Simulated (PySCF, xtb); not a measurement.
**Relative energy of two isomers of GaH6NSi**

We compare I, `N[SiH2][GaH2]`, a singlet, with II, `[NH2][GaH][SiH3]`, a singlet. Both are isolated molecules in the gas phase, relaxed with PBE0-D4/def2-SVP; the shapes shown needn't be the lowest conformers.

I (Å):

```xyz
9

Ga   -1.6915   -0.4998    1.8139
N     1.4272   -0.6506    0.5049
Si   -0.1613   -1.2422    0.1056
H    -0.0818   -2.7376    0.0488
H    -0.7050   -0.8292   -1.2424
H     2.2222   -0.9418   -0.0550
H     1.5264    0.3227    0.7724
H    -1.3476    0.7630    2.6992
H    -3.0662   -1.2198    2.0920
```

II (Å):

| atom | x (Å) | y (Å) | z (Å) |
| --- | --- | --- | --- |
| Ga | 1.5631 | 0.4186 | 0.4231 |
| N | 0.9189 | -0.7807 | -0.7746 |
| Si | 1.0653 | 0.0445 | 2.7436 |
| H | 0.3680 | -1.5945 | -0.5284 |
| H | 1.0650 | -0.7227 | -1.7757 |
| H | 2.3924 | 1.6008 | -0.1890 |
| H | 2.3207 | -0.0851 | 3.5513 |
| H | 0.2613 | -1.2033 | 2.9486 |
| H | 0.2843 | 1.1879 | 3.3164 |

Quicker runs give these differences E(II) − E(I): GFN2-xTB −0.266 eV; HF/STO-3G −1.534 eV (at GFN2-xTB geometries).

Q: Estimate E(II) − E(I) at the level PBE0-D4/def2-SVP.

A: Calculated at PBE0-D4/def2-SVP: E(II) − E(I) = −0.338 eV, so structure II lies lower.

The same difference at several levels:

```csv
level,geometry,E(II) − E(I) (eV),departure from the last row (eV),"job, with rough time for the two"
GFN2-xTB,GFN2-xTB,−0.266,+0.073,"optimisation, 0.26 s"
HF/STO-3G,GFN2-xTB,−1.534,−1.195,"single point, 1.8 s"
r2SCAN-D4/def2-SVP,GFN2-xTB,−0.474,−0.135,"single point, 22 s"
PBE0-D4/def2-SVP,PBE0-D4/def2-SVP,−0.338,,"optimisation, 3.5 min"
```

As drawn, II has 1 Ga–N, 1 Si–H in place of 1 N–Si, 1 Ga–H.

The levels shown agree on the order. The largest departure from PBE0-D4/def2-SVP is that of HF/STO-3G, 1.195 eV. No coupled-cluster energies are at hand for both structures. No reliable frequencies are at hand for I, so it isn't confirmed as a minimum.

Codes used: PySCF 2.14.0, xtb 6.7.1; the last row on 2 threads of Arm Neoverse V1 on a shared host.
